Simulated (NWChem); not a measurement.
System: CH6SSi; SMILES CS[SiH3]

NWChem input:

```
start job
memory heap 200 mb stack 900 mb global 1100 mb
geometry units angstroms noautosym nocenter noautoz
  Si     0.153505     1.346889     0.000236
  S     -0.719478    -0.607201     0.000171
  C      0.789058    -1.629718     0.001306
  H     -0.988436     2.305423    -0.001004
  H      1.005074     1.567165     1.210952
  H      1.007053     1.566371    -1.209231
  H      1.395637    -1.454555    -0.898857
  H      0.458142    -2.677114     0.002871
  H      1.396123    -1.452042     0.900651
end
basis spherical
  Si library def2-tzvp
  S library def2-tzvp
  C library def2-tzvp
  H library def2-tzvp
end
dft
  xc pbe0
  iterations 150
end
tddft
  cis
  ecut -9.0
  nroots 6
  notriplet
end
task tddft energy
```

Parts of the log:

```
             Northwest Computational Chemistry Package (NWChem) 7.3.0
             --------------------------------------------------------

                             Geometry "geometry" -> ""
                             -------------------------

 Output coordinates in angstroms (scale by  1.889725989 to convert to a.u.)

  No.       Tag          Charge          X              Y              Z
 ---- ---------------- ---------- -------------- -------------- --------------
    1 Si                  14.0000     0.15350500     1.34688900     0.00023600
    2 S                   16.0000    -0.71947800    -0.60720100     0.00017100
    3 C                    6.0000     0.78905800    -1.62971800     0.00130600
    4 H                    1.0000    -0.98843600     2.30542300    -0.00100400
    5 H                    1.0000     1.00507400     1.56716500     1.21095200
    6 H                    1.0000     1.00705300     1.56637100    -1.20923100
    7 H                    1.0000     1.39563700    -1.45455500    -0.89885700
    8 H                    1.0000     0.45814200    -2.67711400     0.00287100
    9 H                    1.0000     1.39612300    -1.45204200     0.90065100

 Effective nuclear repulsion energy (a.u.)     152.1647902339

                                 NWChem DFT Module
                                 -----------------

 Summary of "ao basis" -> "ao basis" (spherical)
 ------------------------------------------------------------------------------
       Tag                 Description            Shells   Functions and Types
 ---------------- ------------------------------  ------  ---------------------
 Si                        def2-tzvp                13       37   5s5p2d1f
 S                         def2-tzvp                13       37   5s5p2d1f
 C                         def2-tzvp                11       31   5s3p2d1f
 H                         def2-tzvp                 4        6   3s1p

            General Information
            -------------------
          SCF calculation type: DFT
          Wavefunction type:  closed shell.
          No. of atoms     :     9
          No. of electrons :    42
           Alpha electrons :    21
            Beta electrons :    21
          Charge           :     0
          Spin multiplicity:     1
          Use of symmetry is: off; symmetry adaption is: off
          Maximum number of iterations: 150
          AO basis - number of functions:   141
                     number of shells:    61
          Convergence on energy requested:  1.00D-06
          Convergence on density requested:  1.00D-05
          Convergence on gradient requested:  5.00D-04

              XC Information
              --------------
                         PBE0 Method XC Functional
                     Hartree-Fock (Exact) Exchange  0.250
          PerdewBurkeErnzerhof Exchange Functional  0.750
            Perdew 1991 LDA Correlation Functional  1.000 local
           PerdewBurkeErnz. Correlation Functional  1.000 non-local

             Grid Information
             ----------------
          Grid used for XC integration:  medium
          Radial quadrature: Mura-Knowles
          Angular quadrature: Lebedev.
          Tag              B.-S. Rad. Rad. Pts. Rad. Cut. Ang. Pts.
          ---              ---------- --------- --------- ---------
          Si                  1.10       88          11.0       590
          S                   1.00       88          10.0       590
          C                   0.70       49          12.0       434
          H                   0.35       45          13.0       434
          Grid pruning is: on
          Number of quadrature shells:   495
          Spatial weights used:  Erf1

      Superposition of Atomic Density Guess
      -------------------------------------

 Sum of atomic energies:        -726.98509524

      Non-variational initial energy
      ------------------------------

[...]

                                NWChem TDDFT Module
                                -------------------

            General Information
            -------------------
           No. of orbitals :     282
            Alpha orbitals :     141
             Beta orbitals :     141
        Alpha frozen cores :       0
         Beta frozen cores :       0
     Alpha frozen virtuals :       0
      Beta frozen virtuals :       0
         Spin multiplicity :       1
    Number of AO functions :     141
        Use of symmetry is : off
      Symmetry adaption is : off
         Schwarz screening :  0.10D-07

              XC Information
              --------------
                  PBE0 Method XC Functional
              Hartree-Fock (Exact) Exchange   0.25
   PerdewBurkeErnzerhof Exchange Functional   0.75
     Perdew 1991 LDA Correlation Functional   1.00 local
    PerdewBurkeErnz. Correlation Functional   1.00 non-local

             TDDFT Information
             -----------------
          Calculation type : Tamm-Dancoff TDDFT
         Wavefunction type : Restricted singlets
          No. of electrons :      42
           Alpha electrons :      21
            Beta electrons :      21
              No. of roots :       6
          Max subspacesize :    5200
            Max iterations :     100
               Target root :       1
           Target symmetry : none
             Energy Cutoff :-0.90D+01
      Symmetry restriction : off
                 Algorithm : Optimal
        Davidson threshold :  0.10D-03

    6 smallest eigenvalue differences (eV)
--------------------------------------------------------
  No. Spin  Occ  Vir  Irrep   E(Occ)    E(Vir)   E(Diff)
--------------------------------------------------------
    1    1    3   22 a       -10.259     0.004   279.285
    2    1    3   23 a       -10.259     0.022   279.764
    3    1    3   24 a       -10.259     0.051   280.562
    4    1    3   25 a       -10.259     0.051   280.569
    5    1    3   26 a       -10.259     0.058   280.758
    6    1    3   27 a       -10.259     0.098   281.849
--------------------------------------------------------

  Entering Davidson iterations
  Restricted singlet excited states

  Iter   NTrls   NConv    DeltaV     DeltaE      Time
  ----  ------  ------  ---------  ---------  ---------
    1      6       0     0.96E-01   0.10+100       56.6
    2     12       0     0.21E-01   0.51E-02       55.3
    3     18       0     0.22E-01   0.46E-02       59.0
    4     24       1     0.37E-02   0.16E-02       55.4
    5     29       4     0.38E-03   0.29E-04       56.4
    6     31       6     0.77E-04   0.19E-06       43.6
  ----  ------  ------  ---------  ---------  ---------
  Convergence criterion met

  Ground state a        -729.135312098273 a.u.

  ----------------------------------------------------------------------------
  Root   1 singlet a             10.198455389 a.u.              277.5142 eV
  ----------------------------------------------------------------------------
     Transition Moments    X  0.04781   Y -0.03364   Z  0.00002
     Dipole Oscillator Strength                    0.0232330097
     Electric Quadrupole                           0.0002864270
     Magnetic Dipole                               0.0000851182
     Total Oscillator Strength                     0.0236045549

     Occ.    3  a   ---  Virt.   22  a        0.61672
     Occ.    3  a   ---  Virt.   23  a       -0.72372
     Occ.    3  a   ---  Virt.   26  a        0.20254
     Occ.    3  a   ---  Virt.   27  a       -0.20386
     Occ.    3  a   ---  Virt.   37  a       -0.05165
  ----------------------------------------------------------------------------
  Root   2 singlet a             10.217071806 a.u.              278.0208 eV
  ----------------------------------------------------------------------------
     Transition Moments    X -0.02872   Y  0.02009   Z -0.00006
     Dipole Oscillator Strength                    0.0083657403
     Electric Quadrupole                           0.0001070643
     Magnetic Dipole                               0.0000307152
     Total Oscillator Strength                     0.0085035198

     Occ.    3  a   ---  Virt.   22  a        0.78010
     Occ.    3  a   ---  Virt.   23  a        0.54645
     Occ.    3  a   ---  Virt.   24  a        0.07706
     Occ.    3  a   ---  Virt.   26  a       -0.14664
     Occ.    3  a   ---  Virt.   27  a        0.23525
  ----------------------------------------------------------------------------
  Root   3 singlet a             10.256993575 a.u.              279.1071 eV
  ----------------------------------------------------------------------------
     Transition Moments    X  0.00950   Y  0.03191   Z -0.00014
     Dipole Oscillator Strength                    0.0075822749
     Electric Quadrupole                           0.0000828357
     Magnetic Dipole                               0.0000539773
     Total Oscillator Strength                     0.0077190879

     Occ.    3  a   ---  Virt.   23  a       -0.26285
     Occ.    3  a   ---  Virt.   24  a       -0.12526
     Occ.    3  a   ---  Virt.   26  a       -0.87638
     Occ.    3  a   ---  Virt.   27  a        0.13029
     Occ.    3  a   ---  Virt.   29  a       -0.33956
     Occ.    3  a   ---  Virt.   30  a        0.06588
     Occ.    3  a   ---  Virt.   47  a        0.05822
  ----------------------------------------------------------------------------
  Root   4 singlet a             10.258940717 a.u.              279.1601 eV
  ----------------------------------------------------------------------------
     Transition Moments    X -0.02582   Y  0.00903   Z  0.00010
     Dipole Oscillator Strength                    0.0051178253
     Electric Quadrupole                           0.0000572571
     Magnetic Dipole                               0.0000402564
     Total Oscillator Strength                     0.0052153388

[...]
```

Level: PBE0/def2-TZVP, restricted-window TDA. Coordinates come from a PBE0/def2-SVP optimisation. The quadrupole and magnetic terms of the printed total strengths depend on the origin.
